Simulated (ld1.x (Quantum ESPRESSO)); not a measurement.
Tl (Z = 81): variants of one ultrasoft potential

Base potential:

ld1.x (Quantum ESPRESSO) 7.5 input, shortened:

```
&input
   title='Tl', zed=81., rel=2, dft='PW91', iswitch=3,
   config='[Xe] 4f14 5d10 6s1 6p2 6d-2', rel_dist='average'
 /
 &inputp
   pseudotype=3, tm=.true., lloc=-2, rcloc=1.95,
   nlcc=.true., rcore=1.95,
   which_augfun='PSQ', rmatch_augfun_nc=.true.
 /
6
6S  1  0   1.00   0.00  1.90  2.10  0.0
6S  1  0   0.00  -0.05  1.90  2.10  0.0
6P  2  1   2.00   0.00  2.10  2.45  0.0
6P  2  1   0.00   0.60  2.10  2.45  0.0
6D  3  2  -2.00   0.30  1.85  2.10  0.0
6D  3  2  -2.00   1.40  1.85  2.10  0.0
 &test
   configts(1)='6s1 6p2'
 /
```

Open shells are filled in proportion to 2j + 1 (rel_dist='average').

Cutoffs, loose and tight: the cutoffs (Ry, on a coarse ladder) from which the occupation-weighted sum of valence levels, in a spherical-Bessel basis at the reference potential, stays within 10 and 1 mRy of its value at 400 Ry. They do not see the model core or the augmentation charge, which bear on the density cutoff. Test errors are all-electron minus pseudo excitation energies from the reference, over the configurations 6s2 6p1; 6s2 6p0; 6s1 6p0; 6s2 6p0.5; 6s1 6p1; 6s2 6p1.3; 6s0 6p3. A dash means not determined; rows that change the core or the reference have their own tests.

A true bound ghost makes a file unfit for plane-wave use even where its test errors are small: the radial tests pick states by their node count and pass the ghost by.

```tsv
change	outcome	cutoff, loose	cutoff, tight	bound ghosts	largest test error (meV)
base	generated	8 Ry	10 Ry	d3/2, d5/2	-203
core correction none	generated	8 Ry	10 Ry	d3/2, d5/2	+164
core correction a·sin(br)/r model core inside 0.84 bohr	generated	8 Ry	10 Ry	d3/2, d5/2	-209
core correction a·sin(br)/r model core inside 1.18 bohr	generated	8 Ry	10 Ry	d3/2, d5/2	-209
core correction a·sin(br)/r model core inside 1.40 bohr	generated	8 Ry	10 Ry	d3/2, d5/2	-208
core correction a·sin(br)/r model core inside 1.58 bohr	generated	8 Ry	10 Ry	d3/2, d5/2	-207
core correction a·sin(br)/r model core inside 1.82 bohr	generated	8 Ry	10 Ry	d3/2, d5/2	-204
core correction a·sin(br)/r model core inside 2.04 bohr	generated	8 Ry	10 Ry	d3/2, d5/2	-201
core correction a·sin(br)/r model core inside 2.24 bohr	generated	8 Ry	10 Ry	d3/2, d5/2	-198
core correction a·sin(br)/r model core inside 2.48 bohr	generated	8 Ry	10 Ry	d3/2, d5/2	-190
```
